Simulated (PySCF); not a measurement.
NMR parameters from quadrupole coupling constants

C3H9FS3Si2.
Geometry (GFN2-xTB, Å), atoms numbered from 1 in this order:
```
atom  x, y, z in Å
F1    -1.0962   -1.3540   -1.1529
C2    -0.2947   -1.0709   -0.0712
S3    -1.2689   -1.2365    1.4654
C4    -2.6846   -0.1836    1.0654
S5    -2.3653    1.6151    1.0773
Si6   -0.9357    1.7000   -0.5111
C7     0.3406    0.2882   -0.2820
S8     1.4425    0.7010    1.1150
Si9    3.2022   -0.4409    0.6589
H10    0.4521   -1.8714   -0.0089
H11   -3.4202   -0.3723    1.8429
H12   -3.0750   -0.4768    0.0940
H13   -1.6148    1.4528   -1.7818
H14   -0.2627    2.9739   -0.3723
H15    0.9583    0.2264   -1.1812
H16    4.1597    0.0516    1.6280
H17    3.5386   -0.1322   -0.7276
H18    2.9155   -1.8641    0.8046
```

Computed at PBE0/pcSseg-1 (PySCF, non-relativistic):

| atom | environment | nucleus | spin I | Q (b) | CQ = χzz (MHz) | η |
| --- | --- | --- | --- | --- | --- | --- |
| S3 | sulfide sulfur | 33S | 3/2 | -0.0678 | 48.865 | 0.600 |
| S5 | sulfur bonded to C and Si | 33S | 3/2 | -0.0678 | 37.267 | 0.828 |
| S8 | sulfur bonded to C and Si | 33S | 3/2 | -0.0678 | 38.314 | 0.928 |

Question: Work back to Vxx, Vyy and Vzz; CQ/MHz = 234.96 (Q/b)(Vzz/au).

Answer: Vxx = −Vzz(1 − η)/2 and Vyy = −Vzz(1 + η)/2, in au:

| atom | Vxx (au) | Vyy (au) | Vzz (au) | Vzz (10²¹ V/m²) |
| --- | --- | --- | --- | --- |
| S3 | 0.614 | 2.453 | -3.067 | -29.81 |
| S5 | 0.201 | 2.139 | -2.339 | -22.73 |
| S8 | 0.086 | 2.319 | -2.405 | -23.37 |

Question: At 21.15 T, set νQ = 3|CQ|/[2I(2I − 1)] beside the Larmor frequency (|g| × 7.62259 MHz/T × B; g(33S) = 0.42921), and give PQ = |CQ|√(1 + η²/3).

Answer: 
| atom | PQ (MHz) | νQ (MHz) | ν0 (MHz) | νQ/ν0 |
| --- | --- | --- | --- | --- |
| S3 | 51.71 | 24.43 | 69.20 | 0.353 |
| S5 | 41.31 | 18.63 | 69.20 | 0.269 |
| S8 | 43.47 | 19.16 | 69.20 | 0.277 |

For S3: PQ = 48.87 × 1.0582, νQ = 48.87 × 0.5000, ν0 = 3.2717 MHz/T × 21.15 T.

For S3 νQ isn't small against ν0, so the high-field expansions of solid-state NMR fail there at this field.

Question: In the extreme-narrowing limit, with isotropic tumbling and one correlation time, the quadrupolar linewidth goes as PQ². What relative widths follow for the 33S sites?

Answer: S3 1, S8 0.71, S5 0.64, with S3 as 1.

Isolated species at its GFN2-xTB geometry (one conformer only). GFN2-xTB bond lengths can be off by several hundredths of an ångström, more for odd bonds, and the gradients follow them. With a basis this small, the couplings can be 20 % off.
